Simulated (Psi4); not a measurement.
NO (SMILES [N]=O), doublet, geometry from GFN2-xTB. Base run: B3LYP/6-31G* (Psi4).

The Psi4 input:
```
memory 2 GB

molecule mol {
0 2
  N    -0.000000   -0.000000   -0.616237
  O     0.000000    0.000000    0.539208
}

set basis 6-31g*
set reference uks

energy('b3lyp')
print_variables()
```

The base run was repeated with changes; each row names its change, and settings that it needs were set with it.

```json
[
 {"change": "base", "ΔE vs base (mEh)": "0.000", "point group used": "c2v", "SCF cycles": "9"},
 {"change": "molecule keys = symmetry c1", "ΔE vs base (mEh)": "0.000", "point group used": "c1", "SCF cycles": "9"},
 {"change": "molecule keys = symmetry c1, no_reorient, no_com", "ΔE vs base (mEh)": "0.000", "point group used": "c1", "SCF cycles": "9"},
 {"change": "molecule keys = no_reorient", "ΔE vs base (mEh)": "0.000", "point group used": "c2v", "SCF cycles": "9"},
 {"change": "symmetry = c2", "ΔE vs base (mEh)": "0.000", "point group used": "c2", "SCF cycles": "9"},
 {"change": "symmetry = cs", "ΔE vs base (mEh)": "0.000", "point group used": "cs", "SCF cycles": "9"},
 {"change": "jitter_ang = 0.002", "ΔE vs base (mEh)": "0.049", "point group used": "c2v", "SCF cycles": "9"}
]
```

Open shells are given as the SCF converged; they aren't shown to be the lowest states, and a large step between rows can be another state.
